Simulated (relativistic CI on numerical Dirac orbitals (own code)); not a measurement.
A reference radial Dirac CI calculation of Ti⁺ gave the lowest total energy -852.20076 Ha in 12 SCF steps, from this input:

```
atom Ti  Z=22  charge=1  electrons=21
nucleus A=48  rms_radius_fm=3.5921
hamiltonian dirac-coulomb  breit=on  qed=on  c_scale=1
orbitals kli  potential=per-configuration
slater_scale 1
correlation none
mixing on
grid step=0.0125 r_max=74.5
scf mixing=0.4 start=green max_iterations=150 tolerance=2e-08 node_fill=0.05
configurations
  [Ar] 3d2 4s
end
```

One setting was then changed, and the output read:

```
SCF 1: [Ar] 3d2 4s
 iter      energy (Ha)   residual   last orbital (Ha)
    1      -850.995151   8.86e-01     -0.57976
    2      -852.377756   3.18e-01     -0.50355
    3      -852.571395   8.45e-02     -0.47857
    4      -852.593869   1.37e-02     -0.47622
    5      -852.593777   6.47e-03     -0.47407
    6      -852.593831   9.93e-04     -0.47042
error: SCF of 1s2 2s2 2p6 3s2 3p6 3d2 4s did not converge
end: not converged
```

(1) Which setting was changed?
A. end of the grid
B. iteration limit
C. QED terms
D. nuclear radius

Answers

(1) B. The iteration limit 6. This setting is bad on purpose; its numbers may not be properties of the ion.
